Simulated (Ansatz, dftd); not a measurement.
Reaction: H5BSiO (SMILES O([SiH3])B) → H4BSiO (SMILES [SiH3]O[BH], doublet) + H (doublet) (the B-H bond breaks)
Each species at its own B3LYP-D3(BJ)/def2-TZVP minimum (Ansatz, a first-principles code).

Property: bond dissociation energy (electronic), in kcal/mol. Radicals and triplets start from unrestricted determinants; spin-orbit coupling is neglected. Cores are frozen in correlated methods. Rows without X2C or -DK are non-relativistic. CBS(X,Y): correlation extrapolated as X^-3, Hartree-Fock from the larger set. A bracket is a step between two methods taken in the basis named. Functionals run without relativity, which enters their misses. Double hybrids freeze cores in their MP2 part. '+ core + X2C': CCSD(T) terms for core correlation (cc-pwCVTZ, 1s frozen past Ne) and scalar relativity (cc-pVTZ-DK). Where a partner has so few electrons that a lower coupled-cluster level is exact, that level stands in.

Compared with CCSD(T)/CBS(cc-pV(T+d)Z,cc-pV(Q+d)Z) + [CCSDT(Q) - CCSD(T)]/cc-pV(D+d)Z + core + X2C (Ansatz): 110.1 kcal/mol.

Costs are rough ratios of core time, to one figure, on one kind of shared machine, summed over the single points of the molecules; atoms, geometries and frequencies are left out. The first row took roughly 9 core seconds; short runs hold start-up time.

| level | program | cost relative to the first row | difference (kcal/mol) |
|---|---|---|---|
| PBE-D4/def2-TZVPD | Ansatz + dftd4 | 1 | -6.1 |
| r2SCAN/def2-TZVPD | Ansatz | 2 | -6.0 |
| B2GP-PLYP-D3(BJ)/def2-TZVPD | Ansatz + dftd3 | 2 | -2.4 |
| wB97X-V/def2-TZVPD | Ansatz | 3 | -0.6 |
| wB97M-V/def2-TZVPD | Ansatz | 3 | 0.1 |
| CCSD(T)/cc-pV(T+d)Z | Ansatz | 10 | -1.2 |

The dearest row costs roughly 10 times the first. Costs within a factor of two don't rank. The table holds for this case alone.
